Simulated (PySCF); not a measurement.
## Excitation energy of Au⁺ by level of theory

Au⁺ [Xe] 4f14 5d10 (1S) → Au⁺ [Xe] 4f14 5d9 6s1 (3D), as a difference of total energies. Computed with PySCF 2.14 in x2c-TZVPPall with one added diffuse shell each of s, p, d, f type (12s8p8d4f1g, 113 functions), with scalar relativity by spin-free X2C-1e. Correlated levels: valence and next inner shell: [Kr] 4d10 4f14 frozen. The calculations carry no spin-orbit coupling.

```tsv
method	excitation energy (cm⁻¹)
UHF	16821
MP2 (valence and next inner shell)	20038
SCS-MP2 (valence and next inner shell)	20408
CCSD (valence and next inner shell)	19021
CCSD(T) (valence and next inner shell)	19255
```

A first-order spin-orbit estimate (lowest level to lowest level, LS coupling) adds -0.663 eV.
